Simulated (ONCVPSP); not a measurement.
Reading a pseudo-wave (silicon)

Columns: radius, all-electron u(r) and pseudo u(r) of the 2s shell (level -149.00 eV) of silicon in the configuration [He] 2s2 2p6 3s2 3p1; PBE, scalar-relativistic, ONCV scheme, ONCVPSP 4.0.1.

| r (bohr) | all-electron | pseudo |
| --- | --- | --- |
| 0.047 | -0.6202 | 0.1882 |
| 0.095 | -0.4866 | 0.3793 |
| 0.142 | -0.0944 | 0.5632 |
| 0.190 | 0.3431 | 0.7436 |
| 0.237 | 0.7148 | 0.9074 |
| 0.285 | 1.0053 | 1.0546 |
| 0.332 | 1.2000 | 1.1721 |
| 0.380 | 1.3192 | 1.2597 |
| 0.427 | 1.3719 | 1.3105 |
| 0.475 | 1.3754 | 1.3264 |
| 0.522 | 1.3431 | 1.3099 |
| 0.570 | 1.2848 | 1.2656 |
| 0.617 | 1.2113 | 1.2018 |
| 0.665 | 1.1266 | 1.1228 |
| 0.712 | 1.0391 | 1.0378 |
| 0.760 | 0.9489 | 0.9486 |
| 0.807 | 0.8624 | 0.8622 |
| 0.855 | 0.7776 | 0.7774 |
| 0.902 | 0.6992 | 0.6991 |
| 0.950 | 0.6247 | 0.6246 |
| 0.997 | 0.5574 | 0.5573 |
| 1.045 | 0.4945 | 0.4945 |
| 1.092 | 0.4387 | 0.4386 |
| 1.140 | 0.3871 | 0.3871 |
| 1.187 | 0.3418 | 0.3417 |
| 1.235 | 0.3004 | 0.3003 |

Problem. How many radial nodes do the two functions have?

Solution. The all-electron 2s function has n − l − 1 = 1; the pseudo-wave has 0, since the states of the same l below it are removed with the core.

Problem. At about which radius was the pseudo-wave matched?

Solution. 0.95 bohr. The columns agree to 0.0005 from 0.76 bohr on; several derivatives are matched, so the curves merge somewhat inside the radius.

Problem. Is the pseudo-wave norm-conserving?

Solution. Yes: the ONCV scheme keeps the norm inside the radius equal to the all-electron one, which fixes the energy derivative of the logarithmic derivative at the level.
